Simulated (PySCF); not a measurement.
Ligands exchanged one at a time, Al OH-I. Gas-phase values, no solvent. One relaxed conformer stands for each flexible species; it need not be the lowest. Strings in code marks are SMILES.

Level of theory: B3LYP-D3(BJ)/def2-TZVP (PySCF 2.14.0). All candidates: neutral, multiplicity 1. B3LYP has the VWN-RPA correlation part, as in Gaussian. Excitations are Tamm–Dancoff values on a coarser integration grid. The basis has no diffuse functions, so Rydberg states are missing or too high.

The S1 excitation (TDA) comes out as 6.72 eV and the HOMO is -8.73 eV. The LUMO comes out as -0.80 eV.

Q: Name which member has these values.
A. `[OH][Al]([I])[I]` (H–O–Al–I torsion 180°)
B. `[I][Al]([I])[I]`
C. `[OH][Al]([OH])[I]` (H–O–Al–I torsion 0°, I–Al–O–H torsion 0°)
D. `[OH][Al]([OH])[OH]`

A: D, `[OH][Al]([OH])[OH]`. The others give `[OH][Al]([OH])[I]` (H–O–Al–I torsion 0°, I–Al–O–H torsion 0°): 5.45 eV, -7.66 eV, -1.25 eV; `[OH][Al]([I])[I]` (H–O–Al–I torsion 180°): 4.89 eV, -7.52 eV, -1.72 eV; `[I][Al]([I])[I]`: 4.38 eV, -7.47 eV, -2.21 eV
